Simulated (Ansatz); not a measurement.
Relaxation of H3InO2 (6 atoms, charge 0, multiplicity 1), to a largest force component of 0.015 eV/Å in at most 40 steps.

Computed with RKS PBE0-D4/def2-SVP (Ansatz).

```xyz
6
Properties=species:S:1:pos:R:3
O -1.055 -1.623 0.216
In 0.495 -0.137 -0.710
O -0.399 1.143 -1.192
H -1.416 -0.659 0.277
H 1.460 -1.003 -2.149
H -0.861 0.712 -1.947
```

Task: Where does it end, and by what steps?

Result: The run converged. After 14 steps the energy has fallen by 4.873 eV; H6 moved furthest, 0.99 Å. The start is strongly strained (largest force component 17 eV/Å), so its close contacts needn't be bonds. Parted: In2–H6.

```tsv
step	energy less start (eV)	largest force component (eV/Å)	accepted
0	0.0000	17.363	yes
1	-3.3846	5.345	yes
2	-4.2910	1.057	yes
3	-4.5870	0.799	yes
4	-4.6866	1.202	yes
5	-4.7360	0.641	yes
6	-4.7705	0.456	yes
7	-4.7521	2.173	no
8	-4.7966	0.373	yes
9	-4.8244	0.384	yes
10	-4.8610	0.211	yes
11	-4.8645	0.077	yes
12	-4.8651	0.098	yes
13	-4.8726	0.025	yes
14	-4.8728	0.001	yes
```

```xyz
6
Properties=species:S:1:pos:R:3
O -0.682 -1.536 0.410
In 0.189 -0.557 -1.089
O -0.889 1.082 -1.479
H -1.474 -1.075 0.711
H 1.613 -1.094 -1.856
H -0.533 1.613 -2.200
```

Whether the end is a true minimum wasn't checked by a vibrational analysis.

Time of the run: 40 s on 1 thread of Arm Neoverse V1, on a shared host, peak memory 0.24 GiB.
